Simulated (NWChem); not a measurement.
C₂H₇FSi₂; SMILES [SiH2]1C[C@H](F)[SiH2]1

```xyz
12

F      0.6214     1.6614     0.7151
C      0.1844     1.0945    -0.5017
C      1.1338    -0.0694    -0.8552
Si     0.4171    -1.3988     0.3532
Si    -1.3979     0.0457    -0.0440
H      0.1453     1.9088    -1.2584
H      0.9387    -0.4057    -1.8969
H      2.2053     0.2128    -0.7825
H      1.0082    -1.3506     1.7336
H      0.4325    -2.8213    -0.1387
H     -2.1873    -0.3461    -1.2678
H     -2.3131     0.6427     0.9878
```
Atoms are numbered in this order, from 1.

Computed with NWChem. Pople sets run with spherical d functions. The geometry was optimised at PBE-D3(BJ)/def2-SVP. Ions are spin-unrestricted doublets at the neutral geometry; other ion states weren't tried. Functional: LC-ωPBE (HJS hole) with 6-31G*; rows give the range parameter ω in 1/bohr.

Question: At which range parameter does −ε(HOMO) equal the ΔSCF ionisation energy (optimal tuning)?

Answer: about 0.31 per bohr, by linear interpolation in these runs:
| range parameter (1/bohr) | vertical ionisation energy, ΔSCF (eV) | −ε(HOMO) (eV) | ΔSCF minus −ε(HOMO) (eV) |
|---|---|---|---|
| 0.05 | 9.21 | 7.00 | 2.21 |
| 0.20 | 9.41 | 8.83 | 0.58 |
| 0.25 | 9.52 | 9.26 | 0.26 |
| 0.35 | 9.70 | 9.90 | -0.20 |
| 0.40 | 9.77 | 10.13 | -0.36 |
